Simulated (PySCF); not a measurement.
Si(F)(NH2)3 (FH₆N₃Si), SMILES N[Si](N)(N)F.

Geometry: PBE0-D3(BJ)/def2-SVP. Other conformers were not sampled.

These are TDDFT-CAM-B3LYP/def2-SVPD (PySCF) values and carry that method's errors.

Vertical excitations. The molecule is in vacuum. State labels are in the subgroup Cs.

```json
[
 {"state": "S1", "symmetry": "A\"", "energy (eV)": "6.38", "λ (nm)": "194", "f": "0.043", "main pairs": "HOMO→LUMO 91 %"},
 {"state": "S2", "symmetry": "A'", "energy (eV)": "6.98", "λ (nm)": "178", "f": "0.025", "main pairs": "HOMO−1→LUMO 72 %"},
 {"state": "S3", "symmetry": "A'", "energy (eV)": "7.24", "λ (nm)": "171", "f": "0.101", "main pairs": "HOMO−2→LUMO 43 %, HOMO→LUMO+2 35 %, HOMO−1→LUMO+1 11 %, HOMO−1→LUMO 8 %"},
 {"state": "S4", "symmetry": "A\"", "energy (eV)": "8.15", "λ (nm)": "152", "f": "0.002", "main pairs": "HOMO→LUMO+1 78 %"},
 {"state": "S5", "symmetry": "A\"", "energy (eV)": "8.25", "λ (nm)": "150", "f": "0.000", "main pairs": "HOMO→LUMO+3 67 %, HOMO→LUMO+5 16 %"},
 {"state": "S6", "symmetry": "A'", "energy (eV)": "8.28", "λ (nm)": "150", "f": "0.016", "main pairs": "HOMO→LUMO+2 45 %, HOMO−2→LUMO 39 %"},
 {"state": "S7", "symmetry": "A'", "energy (eV)": "8.39", "λ (nm)": "148", "f": "0.002", "main pairs": "HOMO−1→LUMO+1 68 %, HOMO−1→LUMO 13 %, HOMO−2→LUMO 11 %"},
 {"state": "S8", "symmetry": "A\"", "energy (eV)": "8.48", "λ (nm)": "146", "f": "0.003", "main pairs": "HOMO→LUMO+5 42 %, HOMO→LUMO+7 30 %, HOMO→LUMO+3 14 %"},
 {"state": "S9", "symmetry": "A'", "energy (eV)": "8.57", "λ (nm)": "145", "f": "0.001", "main pairs": "HOMO→LUMO+4 34 %, HOMO→LUMO+6 33 %, HOMO−2→LUMO+3 11 %, HOMO−2→LUMO+5 9 %"},
 {"state": "S10", "symmetry": "A\"", "energy (eV)": "8.72", "λ (nm)": "142", "f": "0.000", "main pairs": "HOMO−1→LUMO+4 73 %, HOMO−1→LUMO+2 12 %"},
 {"state": "T1", "symmetry": "A\"", "energy (eV)": "6.05", "λ (nm)": "205", "f": "0", "main pairs": "HOMO→LUMO 85 %"},
 {"state": "T2", "symmetry": "A'", "energy (eV)": "6.62", "λ (nm)": "187", "f": "0", "main pairs": "HOMO−1→LUMO 57 %, HOMO→LUMO+2 19 %, HOMO−1→LUMO+1 9 %"},
 {"state": "T3", "symmetry": "A'", "energy (eV)": "6.79", "λ (nm)": "183", "f": "0", "main pairs": "HOMO−2→LUMO 36 %, HOMO→LUMO+2 29 %, HOMO−1→LUMO+1 17 %, HOMO−1→LUMO 14 %"},
 {"state": "T4", "symmetry": "A\"", "energy (eV)": "7.98", "λ (nm)": "155", "f": "0", "main pairs": "HOMO→LUMO+1 69 %"}
]
```
Triplets are in the Tamm–Dancoff approximation, which puts them higher than full response would, so one can lie above its singlet here.
